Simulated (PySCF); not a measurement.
Cartesian coordinates in Å; atom numbers follow the order of the lines, from 1:
```xyz
20

C    -3.5918    1.2676   -1.4111
C    -2.9073    0.3963   -0.9074
Si   -1.8905   -0.9023   -0.1019
C    -1.0113   -0.2683    1.4500
C     0.3802   -0.9399    1.4837
Si    0.9104   -1.0781   -0.3235
N     1.5245    0.4184   -0.9251
C     2.7465    1.0516   -0.4957
O    -0.5795   -1.3168   -1.0607
H    -4.1997    2.0323   -1.8616
H    -2.7543   -2.0968    0.1127
H    -1.5871   -0.4291    2.3755
H    -0.9004    0.8222    1.3277
H     0.3092   -1.9631    1.8936
H     1.0880   -0.3933    2.1280
H     1.7795   -2.2651   -0.5919
H     1.2232    0.6762   -1.8592
H     2.6733    2.1510   -0.5515
H     3.6423    0.7480   -1.0719
H     2.9480    0.8073    0.5600
```

Geometry: PBE0-D3(BJ)/def2-SVP; GIAO absolute shieldings from PySCF 2.14, gas phase, non-relativistic, averaged over equivalent atoms.

At wB97X-D/pcSseg-1 (222 basis functions, 56 s wall time on 1 thread of an Arm Neoverse V1, shared host):
```
      atoms  σ (ppm)
         C1     81.3
         C2     95.5
         C8    156.8
         C5    175.3
         C4    176.0
        Si6    352.0
        Si3    367.7
         N7    241.5
         O9    270.1
        H16    26.23
        H11    26.55
H18/H19/H20    28.89
        H10    29.02
        H15    30.34
        H13    30.40
        H12    30.48
        H14    31.18
        H17    31.32
```

Predict the values at PBE0/pcSseg-1 on the same geometry.

Results:


```tsv
atoms	σ at PBE0/pcSseg-1	change
C1	82.0	+0.7
C2	94.8	-0.7
C8	156.8	+0.0
C5	174.4	-0.9
C4	175.1	-0.9
Si6	351.1	-0.9
Si3	366.8	-0.9
N7	239.4	-2.1
O9	266.1	-4.0
H16	25.98	-0.25
H11	26.34	-0.21
H18/H19/H20	28.75	-0.14
H10	28.91	-0.11
H15	30.14	-0.20
H13	30.21	-0.19
H12	30.30	-0.18
H14	31.02	-0.16
H17	31.20	-0.12
```

The largest change is at O9 (oxygen bonded to 2 Si, in a 5-membered ring). Cost: 222 basis functions, 45 s wall time on 1 thread of an Arm Neoverse V1, shared host. The order of the carbon signals is the same at both levels.
